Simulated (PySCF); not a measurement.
C3H7BFN, SMILES CB(N)/C=C\F.

Coordinates come from a ωB97X-D3(BJ)/def2-SVP optimisation. The structure was generated by enumeration; whether it is a known compound was not checked. One conformer was computed; it need not be the lowest.

Method: TDA-PBE/def2-SVPD in PySCF.

Vertical excitations.  State labels are in the subgroup Cs.

Computed excitation energies, oscillator strengths and character:
```
state  symmetry  energy (eV)  λ (nm)      f                                          main pairs
-----  --------  -----------  ------  -----  --------------------------------------------------
S1           A'         5.85     212  0.145                    HOMO→LUMO 59 %, HOMO−1→LUMO 34 %
S2           A"         5.90     210  0.001                                    HOMO−2→LUMO 99 %
S3           A"         6.01     206  0.000                                   HOMO→LUMO+1 100 %
S4           A'         6.52     190  0.235  HOMO−1→LUMO 47 %, HOMO→LUMO 28 %, HOMO→LUMO+4 19 %
S5           A"         6.82     182  0.011                                    HOMO→LUMO+2 98 %
S6           A"         6.99     177  0.018                                  HOMO−1→LUMO+1 87 %
S7           A"         7.02     177  0.005                                    HOMO−3→LUMO 86 %
S8           A"         7.14     174  0.016                                    HOMO→LUMO+3 98 %
S9           A'         7.20     172  0.003                                  HOMO−2→LUMO+1 99 %
S10          A"         7.57     164  0.000                  HOMO→LUMO+5 52 %, HOMO−4→LUMO 47 %
T1           A'         3.93     316      0                                      HOMO→LUMO 95 %
T2           A'         5.11     243      0                                    HOMO−1→LUMO 94 %
T3           A"         5.55     223      0                                    HOMO−2→LUMO 99 %
T4           A"         5.91     210      0                                   HOMO→LUMO+1 100 %
```
Triplets are in the Tamm–Dancoff approximation.
